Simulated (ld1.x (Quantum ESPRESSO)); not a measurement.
**Te (Z = 52), PAW: configuration errors across variants**

Te, PAW, made with ld1.x (Quantum ESPRESSO) 7.5 (LDA (PZ), scalar-relativistic). Core [Kr] 4d10, reference 5s2 5p3.5 (charge +0.5). Waves: 5s (bound): rcut 1.85, rcutus 2.00 bohr; 5s channel at -0.2 Ry: rcut 1.85, rcutus 2.00 bohr; 5p (bound): rcut 1.80, rcutus 2.10 bohr; 5p channel at 1.7 Ry: rcut 1.80, rcutus 2.10 bohr; 5d channel at 0.15 Ry: rcut 1.40, rcutus 1.55 bohr; 5d channel at 1.55 Ry: rcut 1.40, rcutus 1.55 bohr. Local part: all-electron potential smoothed inside 1.75 bohr (lloc = -2). Core correction: a·sin(br)/r model core, default radius (ld1.x builds one for every PAW set, though the input has nlcc=.false.). Augmentation charge: PSQ, inside the norm-conserving radii.

All-electron excitation energies from the reference (eV): (1) 5s2 5p4 -3.985; (2) 5s2 5p3 5.931; (3) 5s2 5p2 24.105; (4) 5s1 5p4 15.861; (5) 5s2 5p0 88.243; (6) 5s0 5p6 14.930; (7) 5s1 5p5 5.368; (8) 5s2 5p3.5 spin -0.824; (9) 5s2 5p4 spin -4.464.

Spin tests fill each open shell by Hund’s rule, majority spin first.

The default core radius of the base comes out at 1.51 bohr.

4 further variants failed, have other tests or another functional or relativity, and are left out.

A true bound ghost makes a file unfit for plane-wave use even where its test errors are small: the radial tests pick states by their node count and pass the ghost by.

Errors AE − PS in meV (a dash: test not solved or not reliable):

| change | (1) | (2) | (3) | (4) | (5) | (6) | (7) | (8) | (9) | bound ghosts |
| --- | --- | --- | --- | --- | --- | --- | --- | --- | --- | --- |
| base | +0.7 | -2.7 | -26 | -17 | -292 | -17 | -1.2 | -0.1 | +0.3 | d |
| wave 5d channel at 0.15 Ry: rcut 1.40, rcutus 1.55 bohr becomes 5d channel at 1.97 Ry: rcut 1.40, rcutus 1.55 bohr | +0.7 | -2.7 | -26 | -17 | -292 | -17 | -1.2 | -0.1 | +0.3 | d |
| all radii but the core radius scaled by about 1.05 (s 2.10, p 2.20, d 1.62 bohr, rcut 1.94/1.90/1.48); local potential all-electron potential smoothed inside 1.84 bohr (lloc = -2) | +0.6 | -2.8 | -28 | -17 | – | – | – | – | – | d |
| core correction a·sin(br)/r model core inside 1.70 bohr | +0.3 | -3.2 | -31 | -17 | -338 | -20 | -3.0 | -5.9 | -2.8 | d |

**Question.** Give the same row for: local potential all-electron potential smoothed inside 1.52 bohr (lloc = -2).

**Answer.** +0.7, -2.7, -26, -17, -282, -16, -0.8, +1.1, +0.9; bound ghosts: d.
